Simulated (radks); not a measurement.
Isoelectronic series with 3 electrons, each ion in its NIST ground configuration. Method: scalar-relativistic Kohn-Sham, r2SCAN, spin-unpolarised, spherical densities, finite nucleus; meta-GGA in the generalised Kohn-Sham scheme; Fermi nuclear charge, rms radius of each element as measured or else 0.836 A^(1/3) + 0.57 fm; computed with a radial shooting solver on a logarithmic mesh with Libxc functionals. Total energies (hartree) and mean radii <r> (bohr):

| ion | configuration | E (hartree) | 2s | 1s |
|---|---|---|---|---|
| Li | [He] 2s1 | -7.46639 | 4.004 | 0.5772 |
| B2+ | [He] 2s1 | -23.38652 | 1.658 | 0.3265 |
| N4+ | [He] 2s1 | -48.32720 | 1.061 | 0.2274 |
| F6+ | [He] 2s1 | -82.30176 | 0.7819 | 0.1744 |
| Al10+ | [He] 2s1 | -177.44897 | 0.5124 | 0.1188 |
| P12+ | [He] 2s1 | -238.68568 | 0.4369 | 0.1024 |
| Cl14+ | [He] 2s1 | -309.08428 | 0.3807 | 0.08999 |
| K16+ | [He] 2s1 | -388.69272 | 0.3372 | 0.08020 |
